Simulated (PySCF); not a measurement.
## How good is the calculation?

Molfile (atoms numbered from 1):
```
C8H10OS
     RDKit          3D

 20 20  0  0  0  0  0  0  0  0999 V2000
    2.2725    0.5586   -1.2786 C   0  0  0  0  0  0  0  0  0  0  0  0
    2.0883   -1.1840   -0.8162 S   0  0  0  0  0  4  0  0  0  0  0  0
    3.4472   -1.6432   -0.3768 O   0  0  0  0  0  0  0  0  0  0  0  0
    1.1209   -0.9113    0.7332 C   0  0  0  0  0  0  0  0  0  0  0  0
   -0.2385   -0.3643    0.4560 C   0  0  0  0  0  0  0  0  0  0  0  0
   -0.5717    0.9545    0.7877 C   0  0  0  0  0  0  0  0  0  0  0  0
   -1.8249    1.4743    0.4702 C   0  0  0  0  0  0  0  0  0  0  0  0
   -2.7617    0.6824   -0.1922 C   0  0  0  0  0  0  0  0  0  0  0  0
   -2.4399   -0.6316   -0.5313 C   0  0  0  0  0  0  0  0  0  0  0  0
   -1.1885   -1.1504   -0.2102 C   0  0  0  0  0  0  0  0  0  0  0  0
    1.2950    1.0098   -1.4977 H   0  0  0  0  0  0  0  0  0  0  0  0
    2.7876    1.0796   -0.4586 H   0  0  0  0  0  0  0  0  0  0  0  0
    2.9065    0.5637   -2.1752 H   0  0  0  0  0  0  0  0  0  0  0  0
    1.7416   -0.2646    1.3707 H   0  0  0  0  0  0  0  0  0  0  0  0
    1.0992   -1.9183    1.1763 H   0  0  0  0  0  0  0  0  0  0  0  0
    0.1612    1.5782    1.3066 H   0  0  0  0  0  0  0  0  0  0  0  0
   -2.0707    2.5035    0.7422 H   0  0  0  0  0  0  0  0  0  0  0  0
   -3.7441    1.0888   -0.4434 H   0  0  0  0  0  0  0  0  0  0  0  0
   -3.1698   -1.2581   -1.0493 H   0  0  0  0  0  0  0  0  0  0  0  0
   -0.9389   -2.1800   -0.4805 H   0  0  0  0  0  0  0  0  0  0  0  0
  2  1  1  1
  2  3  2  0
  2  4  1  0
  4  5  1  0
  5  6  2  0
  6  7  1  0
  7  8  2  0
  8  9  1  0
  9 10  2  0
 10  5  1  0
  1 11  1  0
  1 12  1  0
  1 13  1  0
  4 14  1  0
  4 15  1  0
  6 16  1  0
  7 17  1  0
  8 18  1  0
  9 19  1  0
 10 20  1  0
M  END
```

[PySCF 2.14.0 with density-fitted response routines: structure optimised with PBE0-D3(BJ)/def2-SVP; σ from GIAO-PBE0/pcSseg-1; rapidly exchanging positions averaged; a single conformation; no relativistic terms; no solvent]

Reference values: estimated from measurements, as parent shift plus tabulated substituent increment (solution, not stated per compound (mostly CDCl3 or CCl4); Pretsch, Buehlmann, Badertscher, Structure Determination of Organic Compounds, 4th ed. (2009)).
```
 atoms  quantity  reference  computed  computed, scaled
C6/C10     δ ¹³C      130.0     135.2             130.0
 C7/C9     δ ¹³C      128.9     134.7             129.6
    C8     δ ¹³C      128.3     133.7             128.6
```

Computed shifts are σ(ref) − σ with the named reference compound (TMS for H and C) calculated as an isolated molecule at the same level. The measured values may be among those fitted. Expected solution values come from regression of measured δ (H and C: mostly CDCl3, vs TMS) on computed σ: ¹³C (scatter 1.9 ppm rms, 2.3 ppm with the 23 outliers that the fit left out). Occasional misses reach two or three times the rms, and more in compound classes unlike the fitted ones.

Question: How far are the unscaled ¹³C shifts from the references?

Answer: Mean signed difference +5.47 ppm, mean absolute 5.47 ppm over 3 comparisons; the largest is +5.8 ppm at C7/C9 (aromatic CH).

3 of the 6 published NMR values on file for this molecule are compared.
